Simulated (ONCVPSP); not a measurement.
chromium (Cr), ONCV: configuration errors across variants

chromium (Cr), optimised norm-conserving Vanderbilt (ONCV), made with ONCVPSP 4.0.1 (PBE, scalar-relativistic). Core [Ar], reference 3d5 4p1. Waves: s scattering state at 0.41 Ha: rc 2.80 bohr, ncon 4, nbas 7, qcut 2.1 1/bohr, 1 projector; 4p: rc 3.50 bohr, ncon 4, nbas 8, qcut 2.4 1/bohr, 1 projector; 3d: rc 1.30 bohr, ncon 5, nbas 9, qcut 11.2 1/bohr, 1 projector. Local part: polynomial inside 0.80 bohr (lpopt 5, dvloc0 0 Ha). Core correction: Teter function fitted to the true core (icmod 2), fcfact 0.65.

In the s channel the program set the typed energies aside and used 0.050 Ha.

All-electron excitation energies from the reference (eV): (1) 3d5 4s1 4p0 -3.122; (2) 3d5 4p0 3.780; (3) 3d4 4s1 4p1 0.385.

1 further variants failed, have other tests or too few solved ones, and are left out.

A true bound ghost makes a file unfit for plane-wave use even where its test errors are small: the radial tests pick states by their node count and pass the ghost by.

Errors AE − PS in meV (a dash: test not solved or not reliable):

| change | (1) | (2) | (3) | bound ghosts | GHOST(+) flags above zero |
| --- | --- | --- | --- | --- | --- |
| base | +37 | -1.3 | -100 | s, p | none |
| d: qcut 12.2 | +37 | -1.3 | -100 | s, p | none |
| core correction Teter function fitted to the true core (icmod 2), fcfact 0.14 | +42 | -4.4 | -77 | s, p | none |
| local potential polynomial inside 1.15 bohr (lpopt 5, dvloc0 4 Ha) | -14 | -1.3 | -101 | s | p |
| p: nproj 3 | +37 | -1.3 | -99 | s | p |
| all radii but the core radius scaled by about 0.89 (s 2.48, p 3.10, d 1.16 bohr); local potential polynomial inside 0.70 bohr (lpopt 5, dvloc0 0 Ha) | +32 | -1.2 | -129 | s, p | s |
| core correction none | +49 | +5.9 | -51 | s, p | none |

Q: Give the same row for: s: rc 2.9.

A: +41, -1.3, -88; bound ghosts: s, p; GHOST(+) flags above zero: none.
